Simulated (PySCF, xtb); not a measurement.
Sn(Cl)4 anion (Cl4Sn), SMILES [Cl][Sn]([Cl])([Cl])[Cl] (connectivity only; charge and spin as stated), charge -1, multiplicity 2.

Harmonic wavenumbers (cm⁻¹) from GFN2-xTB (xtb) at its own minimum, in rising order: 51, 51, 51, 64, 64, 225, 225, 225, 227.

Problem. What does PBE-D3(BJ)/def2-SVPD run with PySCF give at its own minimum? (An estimate is asked for; the answer gives what the named calculation found.)

Solution. 46, 46, 46, 61, 61, 252, 259, 259, 259. Paired by order, the mean absolute difference is 17 cm⁻¹ and the zero-point energies are 1.7 and 1.8 kcal/mol.
